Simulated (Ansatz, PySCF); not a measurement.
Reaction (SMILES): C[Si](O)(O)O [trihydroxy(methyl)silane] → O[Si](O)O + [CH3] (CH3) (the C-Si bond at the site shown breaks; other sites are not compared here)
Geometries: B3LYP-D3(BJ)/def2-TZVP minima from Ansatz (a program for electronic structure), one conformer each, not searched for the lowest. Frequencies are from Ansatz or PySCF.
Geometry of the first species:
SMILES: C[Si](O)(O)O
```xyz
11

C      1.8066    -0.0799    -0.2468
Si    -0.0245    -0.0058     0.0132
O     -0.7691     1.0303    -1.0365
O     -0.7662    -1.4466    -0.2584
O     -0.2323     0.4273     1.5834
H      2.2786     0.8760    -0.0103
H      2.2529    -0.8393     0.3974
H      2.0414    -0.3297    -1.2828
H     -0.5156     1.9560    -1.0218
H     -1.3013    -1.5139    -1.0530
H     -1.1104     0.3239     1.9597
```
Charge 0, spin multiplicity 1.

Wanted: bond dissociation energy (enthalpy at 298 K, with B3LYP-D3(BJ) rigid-rotor harmonic-oscillator terms), in kcal/mol. Cores are frozen in the correlated levels unless marked. UHF or UKS for open shells. Spin-orbit coupling is left out. Non-relativistic. CBS(X,Y): correlation extrapolated as X^-3; Hartree-Fock from the larger set. [CCSD(T)-MP2]/basis is that difference in the basis named.

RI-MP2/CBS(aug-cc-pV(T+d)Z,aug-cc-pV(Q+d)Z)+[CCSD(T)-MP2]/aug-cc-pV(T+d)Z (Ansatz) gives 98.3 kcal/mol.

Another calculation gave 85.1 kcal/mol. Which level was it?
A. wB97M-V/def2-TZVPD (Ansatz)
B. r2SCAN0/def2-TZVPD (Ansatz)
C. BLYP/def2-TZVPD (Ansatz)
D. CAM-B3LYP/def2-TZVPD (Ansatz)

C, BLYP/def2-TZVPD (Ansatz). The others give 99.0 (wB97M-V), 89.8 (r2SCAN0), 92.7 (CAM-B3LYP) kcal/mol.
